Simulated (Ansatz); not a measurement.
Compare A (`C[SiH](N)[TeH]`) with its isomer B (`N[SiH2]C[TeH]`).

Computed with Ansatz on PBE0-D4/def2-TZVP structures; ΔE is electronic, products minus reactants. CCSD(T)/CBS is the MP2 limit (def2-TZVPP, def2-QZVPP) plus CCSD(T) − MP2 in def2-TZVPP, frozen cores. DFT in def2-TZVPP. B3LYP here is the variant with VWN-RPA as its local correlation; programs differ in this. def2 core potentials past Kr. For Te outer-core shells are correlated without core-valence functions, which leaves a few kJ/mol of doubt a bond. One conformer a species, not always the lowest.

A:

Z-matrix (Å, degrees):
```
C
Si 1 1.862
H 1 1.092 2 110.9
H 1 1.095 2 110.7 3 -120.7
H 1 1.092 2 110.2 3 119.9
N 2 1.714 1 107.8 3 58.5
Te 2 2.507 1 113.7 3 -57.5
H 2 1.492 1 109.2 3 -174.4
H 6 1.007 2 120.6 1 33.5
H 6 1.006 2 121.2 1 -176.4
H 7 1.657 2 91.7 1 -98.6
```

B:

Z-matrix (Å, degrees):
```
Si
C 1 1.874
N 1 1.716 2 116.1
H 1 1.484 2 107.4 3 -120.6
H 1 1.487 2 107.1 3 119.9
Te 2 2.149 1 110.3 3 -179.0
H 2 1.093 1 110.5 3 65.3
H 2 1.090 1 113.2 3 -56.9
H 3 1.006 1 121.8 2 75.5
H 3 1.006 1 121.7 2 -77.8
H 6 1.660 2 93.7 1 36.9
```

Q: Which isomer does CCSD(T)/CBS put lower? Give the gap. (Estimate.)

A: Ansatz gave: A, by 23.0 kcal/mol.

Q: Give E(B) − E(A) in kcal/mol with CCSD(T)/def2-TZVPP, HF/def2-TZVPP, B3LYP-D4, CCSD/def2-TZVPP, PBE0-D4, MP2/def2-TZVPP, r2SCAN-D4. (Best estimate.)

A: Ansatz gave: CCSD(T)/def2-TZVPP 22.4, HF/def2-TZVPP 24.5, B3LYP-D4 23.8, CCSD/def2-TZVPP 22.7, PBE0-D4 25.2, MP2/def2-TZVPP 23.2, r2SCAN-D4 25.0. None reverses the order clearly.

Largest T1 diagnostic: 0.011.

In def2-TZVPP, CCSD(T) changes the Hartree–Fock value by −2.1 kcal/mol (the triples alone add −0.4 kcal/mol) and MP2 by −1.3 kcal/mol. From PBE to PBE0 (25 % exact exchange), in def2-TZVPP and without D4, E(B) − E(A) moves by +0.8 kcal/mol.
